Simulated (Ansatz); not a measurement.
Consider the formal exchange of groups at the Al–C bond: `[OH][AlH][CH2]O[SiH3]` + `C#C` → `C#[C][AlH][OH]` + `CO[SiH3]`.

Gas-phase electronic energies from Ansatz, PBE0-D4/def2-TZVP geometries. CCSD(T)/CBS adds triple-zeta CCSD(T) − MP2 to the extrapolated MP2 energy (def2 sets, frozen cores). This one scheme is used for every species. Functionals use def2-TZVPP. B3LYP here is the variant with VWN-RPA as its local correlation; programs differ in this. Each species was taken in one conformer, which may not be the lowest.

`[OH][AlH][CH2]O[SiH3]`:

Cartesian coordinates in Å:
```
O 0.114 1.133 -2.263
Al 0.152 1.205 -0.562
C 1.320 -0.124 0.360
O 0.545 -0.787 1.393
Si -0.949 -1.230 0.923
H -0.339 1.779 -2.801
H -0.472 2.442 0.213
H 1.747 -0.875 -0.316
H 2.164 0.353 0.866
H -1.847 -1.358 2.091
H -1.438 -0.094 0.028
H -0.996 -2.445 0.070
```

`C#C`:

Cartesian coordinates in Å:
```
C -0.072 0.579 0.133
C 0.072 -0.579 -0.133
H -0.200 1.610 0.369
H 0.200 -1.610 -0.369
```

`C#[C][AlH][OH]`:

Cartesian coordinates in Å:
```
C -1.893 0.731 -0.643
C -0.747 0.486 -0.338
Al 1.061 0.118 0.138
O 1.450 -1.372 0.836
H -2.902 0.949 -0.913
H 2.228 1.142 -0.090
H 0.803 -2.054 1.010
```

`CO[SiH3]`:

Z-matrix (Å, degrees):
```
C
O 1 1.408
H 1 1.091 2 108.3
H 1 1.096 2 111.5 3 119.2
H 1 1.096 2 111.5 3 -119.2
Si 2 1.642 1 122.4 3 -179.7
H 6 1.481 2 106.5 1 179.8
H 6 1.490 2 110.9 1 59.7
H 6 1.490 2 110.9 1 -60.1
```

```
             level  ΔE (kJ/mol)  difference from CCSD(T)/CBS
         r2SCAN-D4        -80.3                          2.0
          B3LYP-D4        -83.4                         -1.1
            B2PLYP        -89.9                         -7.6
            r2SCAN        -81.6                          0.7
              PBE0        -80.7                          1.6
SCS-MP2/def2-TZVPP        -91.3                         -9.0
     HF/def2-QZVPP       -111.5                        -29.2
SCS-MP2/def2-QZVPP        -90.1                         -7.8
      HF/CBS(def2)       -111.5                        -29.2
     MP2/CBS(def2)        -85.5                         -3.2
       CCSD(T)/CBS        -82.3                            0
```

Largest T1 diagnostic among the species: 0.014.

From PBE to PBE0 (25 % exact exchange), in def2-TZVPP and without D4, ΔE moves by −4.8 kJ/mol. In def2-TZVPP, CCSD(T) changes the Hartree–Fock value by +27.2 kJ/mol (the triples alone add +3.2 kJ/mol) and MP2 by +24.0 kJ/mol.
